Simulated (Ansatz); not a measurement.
The same redistribution along the group F, Cl, Br.

Gas-phase electronic energies from Ansatz, PBE0-D4/def2-TZVP geometries. CCSD(T)/CBS adds triple-zeta CCSD(T) − MP2 to the extrapolated MP2 energy (def2 sets, frozen cores). This one scheme is used for every species. DFT in def2-TZVPP. def2 core potentials past Kr. For Br, Sn outer-core shells are correlated without core-valence functions, which leaves a few kJ/mol of doubt a bond. Scalar relativity is left out up to krypton. Each species was taken in one conformer, which may not be the lowest.

```json
{"reaction": "`CO[Si]F` + `[OH][Sn][SH]` → `F[Si]S` + `C[O][Sn][OH]`", "r2SCAN-D4 (kJ/mol)": "85", "CCSD(T)/def2-SVP (kJ/mol)": "81", "LDA (SPW92) (kJ/mol)": "84", "CCSD(T)/CBS(def2) (kJ/mol)": "87"}
{"reaction": "`CO[Si]Cl` + `[OH][Sn][SH]` → `S[Si]Cl` + `C[O][Sn][OH]`", "r2SCAN-D4 (kJ/mol)": "72", "CCSD(T)/def2-SVP (kJ/mol)": "70", "LDA (SPW92) (kJ/mol)": "72", "CCSD(T)/CBS(def2) (kJ/mol)": "72"}
{"reaction": "`CO[Si]Br` + `[OH][Sn][SH]` → `S[Si]Br` + `C[O][Sn][OH]`", "r2SCAN-D4 (kJ/mol)": "70", "CCSD(T)/def2-SVP (kJ/mol)": "68", "LDA (SPW92) (kJ/mol)": "71", "CCSD(T)/CBS(def2) (kJ/mol)": "71"}
```

Largest T1 diagnostic: 0.017, for `C[O][Sn][OH]`.
